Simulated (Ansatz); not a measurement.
`[F][Al]([Br])[Br]` + H₂ → `[F][AlH][Br]` + HBr at 298.15 K and 1 bar (hydrogenolysis of the Al–Br bond).

Isolated molecules relaxed with PBE0-D4/def2-TZVP in Ansatz; ΔE leaves out vibrations. CBS: MP2 limit from def2 TZ/QZ plus the TZ coupled-cluster correction, frozen cores. This one scheme is used for every species. For Br outer-core shells are correlated without core-valence functions, which leaves a few kJ/mol of doubt a bond. Scalar relativity is left out up to krypton.

```csv
species,CCSD(T)/CBS energy (Eh),H − E (kJ/mol),S (J/(mol·K))
`[F][Al]([Br])[Br]`,-5488.66195,29.8,334.4
H₂,-1.17544,35.1,130.4
`[F][AlH][Br]`,-2915.86674,40.8,294.2
HBr,-2573.91920,24.6,198.6
```

H − E and S are ideal-gas, rigid-rotor, harmonic terms from PBE0-D4/def2-TZVP. The MP2-based limit puts H₂ 0.8 mEh under its directly extrapolated value; such offsets cancel only in part. 1 Eh = 2625.50 kJ/mol, R = 8.31446 J/(mol·K).

By hand: ΔE, ΔH, ΔS and ΔG.

ΔE = (-2915.86674) + (-2573.91920) − (-5488.66195) − (-1.17544) = 0.05145 Eh = 135.1 kJ/mol. Δ(H − E) = 40.8 + 24.6 − 29.8 − 35.1 = 0.5, so ΔH = 135.6 kJ/mol. ΔS = 294.2 + 198.6 − 334.4 − 130.4 = 28.0 J/(mol·K). ΔG = 135.6 − 298.15 × (28.0)/1000 = 127.3 kJ/mol.

By hand: the equilibrium constant, and the temperature at which ΔG would vanish if ΔH and ΔS stayed fixed.

log₁₀ K = −ΔG/(RT ln 10) = -22.3. ΔG = 0 at ΔH/ΔS = 4843 K, far beyond where these terms or the molecules hold.

ΔH outweighs TΔS. A doubt of 5 kJ/mol in ΔE shifts log₁₀ K by 0.9 here. These are equilibria of isolated gas molecules and say nothing of rates. Largest T1 diagnostic: 0.009 (customary marks: 0.02 for closed shells, 0.045 for open ones).
